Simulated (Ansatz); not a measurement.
Basis-set extrapolation for C6H15N (`CCNC(C)(C)C`) (PBE0-D4/def2-TZVP geometry, frozen core, the Gaussian-basis code of Ansatz). Multiplicity 1, RHF reference.

```tsv
	def2-TZVPP	def2-QZVPP
HF	-290.490934	-290.504888
MP2 correlation	-1.282160	-1.362695
CCSD(T) correlation	-1.408767	not run
```

Energies in hartree. Use E(X) = E(∞) + A·exp(−7.88·√X) for Hartree–Fock and E(X) = E(∞) + B·X^(−2.97) for correlation, with X = 3 and 4, and add CCSD(T) minus MP2 of the smaller set to the MP2 limit.

Q: What is the CCSD(T) energy at the basis-set limit?

A: HF limit: -290.504888 + (-0.013954) × 0.13774 = -290.50681. MP2 limit: -1.362695 + (-0.080535) × 0.74074 = -1.42235. Higher-order term: -1.408767 − (-1.282160) = -0.12661. Total: -292.05577 hartree, 409.8 kJ/mol below CCSD(T)/def2-TZVPP.
